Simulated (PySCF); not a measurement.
Polarisability and C₆ of Re²⁺ (rhenium, charge +2)

[Xe] 4f14 5d5, high-spin 6S determinant. Computed with PySCF 2.14 in x2c-TZVPPall with one added diffuse shell each of s, p, d, f type (12s8p8d4f1g, 113 functions), with the spin-free X2C one-electron Hamiltonian (Gaussian nucleus). Coupled (time-dependent) response in atomic units; α is the mean over directions.

```json
{"method": "PBE", "mean α (bohr³)": "12.49", "C₆ (like pair)": "77.86", "S(−4)": "57.11"}
```

S(−4) is the Cauchy moment in α(ω) = α(0) + S(−4) ω² + …

α(iu) at PBE:

| u (hartree) | α(iu) (bohr³) |
| --- | --- |
| 0 | 12.49 |
| 0.0500 | 12.35 |
| 0.100 | 11.96 |
| 0.200 | 10.75 |
| 0.300 | 9.420 |
| 0.500 | 7.273 |
| 0.750 | 5.493 |
| 1.00 | 4.311 |
| 1.50 | 2.862 |
| 2.00 | 2.032 |
| 3.00 | 1.168 |
| 5.00 | 0.5222 |

For an ion, C₆ is the dispersion term alone; charge-induced terms of lower order in 1/R come first.

Spin-orbit coupling, which splits the p, d and f shells strongly at this Z, is absent.
